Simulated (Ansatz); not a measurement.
Correlation energies of C$_{3}$H$_{6}$Si (`C[SiH]1C=C1`) by basis set

```xyz
10

C     1.2391   -1.0499    0.1472
Si   -0.4872   -0.3728   -0.0276
C    -0.9717    1.2736    0.5374
C    -0.8569    1.2227   -0.7905
H     1.9683   -0.2391    0.1937
H     1.4882   -1.6935   -0.7006
H     1.3279   -1.6506    1.0562
H    -1.4898   -1.4683   -0.0724
H    -1.2323    2.0435    1.2543
H    -0.9856    1.9344   -1.5978
```

Charge 0, multiplicity 1. All single points use the PBE0-D4/def2-TZVP geometry. Frozen core, restricted reference, Ansatz. CBS rows extrapolate triple and quadruple zeta; past MP2 they add the triple-zeta difference.

```csv
basis,HF (Eh),MP2 corr.
def2-SVP,-405.78493,-0.49909
def2-TZVPP,-406.02067,-0.61017
def2-QZVPP,-406.03500,-0.64999
```

Problem. Estimate the CCSD correlation energy and the (T) correction in each basis where they were run (hartree).

Solution. 
```csv
basis,CCSD corr.,(T)
def2-SVP,-0.54501,-0.01991
def2-TZVPP,-0.64921,-0.02980
CBS(def2),-0.71852,as TZ
```
